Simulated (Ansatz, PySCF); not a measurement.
Energy difference R1 + R2 → P1 + P2, each structure at its B3LYP-D3(BJ)/def2-TZVP stationary point, reached from a drawn start (curvature not checked).
R1: H4O4Si (SMILES O[Si](O)(O)O), charge 0, multiplicity 1.
P1: ClH3O3Si (SMILES O[Si](O)(O)Cl), charge 0, multiplicity 1.
R2, HCl (SMILES Cl) (charge 0, multiplicity 1):
```xyz
2

Cl    -0.641     0.000     0.000
H      0.641     0.000     0.000
```
P2, H2O (SMILES O) (charge 0, multiplicity 1):
```xyz
3

O      0.0000     0.0000     0.3896
H      0.0000     0.7650    -0.1949
H      0.0000    -0.7650    -0.1949
```

P less R. No zero-point or thermal terms. One arrangement of each flexible species, with no search for the lowest.

Correlated levels freeze the cores.

Run with Ansatz (a first-principles code); PySCF for the D3/D4 terms. Each number belongs to the level named beside it.

Problem. One of these levels gives 0.5 kJ/mol for the reaction energy. Which?
(A) r2SCAN-D3(BJ)/def2-TZVPPD
(B) B2PLYP-D4/def2-TZVPPD
(C) BHLYP-D4/def2-TZVPPD
(D) revPBE/def2-TZVPPD

Solution. D, revPBE/def2-TZVPPD. The others give 7.9 (r2SCAN-D3(BJ)/def2-TZVPPD), 13.5 (BHLYP-D4/def2-TZVPPD), 11.3 (B2PLYP-D4/def2-TZVPPD)
